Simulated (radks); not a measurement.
Results of a calculation; reference values are marked as such.
Ionisation of the zinc ion Zn5+, [Ar] 3d7, to Zn6+, [Ar] 3d6, under several functionals. Dirac Kohn-Sham, spin-unpolarised, spherical densities, finite nucleus; open shells are shared between the two j in proportion to 2j + 1; a radial shooting solver on a logarithmic mesh with Libxc functionals.

functional,E(Zn5+) (hartree),Exc (hartree),IE (eV),-e(HOMO) (eV),<r> HOMO (bohr),IE error (eV)
"LDA (Slater exchange, Perdew-Zunger correlation)",-1785.36205,-65.85903,112.12,98.502,0.7356,+4.1
Wu-Cohen GGA,-1787.66470,-68.20957,111.86,98.230,0.7354,+3.9
exchange-only B88,-1787.25846,-67.79516,110.41,96.800,0.7373,+2.4
BLYP,-1788.49230,-69.03892,111.75,98.132,0.7370,+3.8

NIST Atomic Spectra Database: 108 eV (semi-empirical). Closest: exchange-only B88. The Delta-SCF values span 1.72 eV, the total energies 3.13 hartree. The highest occupied level is 3d5/2. Spin polarisation and multiplet splitting are left out, so open shells lie too high by an amount that depends on their filling.

Beside tabulated values, note that spin-unpolarised runs miss the spin-polarisation part of the exchange energy of open shells.
